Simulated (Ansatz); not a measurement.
Loss of HF: C2H6F2Sn → C2H5FSn + HF

Species: C2H6F2Sn `C[CH2][SnH]([F])[F]`, singlet; C2H5FSn `C[CH2][Sn][F]`, singlet; HF, singlet. 

Shapes, held fixed at every level: PBE0-D4/def2-TZVP. Flexible molecules stand in one conformer, not always the lowest. Programs: Ansatz 0.2.0. The zero-point and thermal change to 298 K, harmonic and unscaled (PBE0-D4/def2-TZVP), is +1.6 kJ/mol.

| level | kind | ΔH(298 K) (kJ/mol) | less CCSD(T)/def2-TZVPP | CPU time (sum over the molecules) |
| --- | --- | --- | --- | --- |
| HF/def2-TZVPP | Hartree–Fock | +95.2 | +4.2 | – |
| r2SCAN-D4/def2-TZVPP | meta-GGA | +101.8 | +10.8 | 51 s |
| B3LYP-D4/def2-TZVPP | global hybrid | +77.0 | -14.0 | 50 s |
| PBE0-D4/def2-TZVPP | global hybrid | +89.9 | -1.1 | 31 s |
| B2PLYP/def2-TZVPP | double hybrid | +81.5 | -9.5 | 60 s |
| CCSD(T)/def2-SVP | coupled cluster or CI | +94.8 | +3.8 | 96 s |
| CCSD/def2-SVP | coupled cluster or CI | +94.0 | +3.0 | – |
| CCSD(T)/def2-TZVPP | coupled cluster or CI | +91.0 | 0.0 | 48 min |

The highest level, CCSD(T)/def2-TZVPP, gives ΔH(298 K) = +91.0 kJ/mol; the levels span +77.0 to +101.8. The column of differences is taken from that level and isn't an error. No measured value is set beside it here. For atoms past krypton def2 sets carry core potentials with scalar relativity. Correlated rows may include outer-core shells of Sn, which these sets cover unevenly. Times are processor times on shared x86 and Arm servers, and rough.
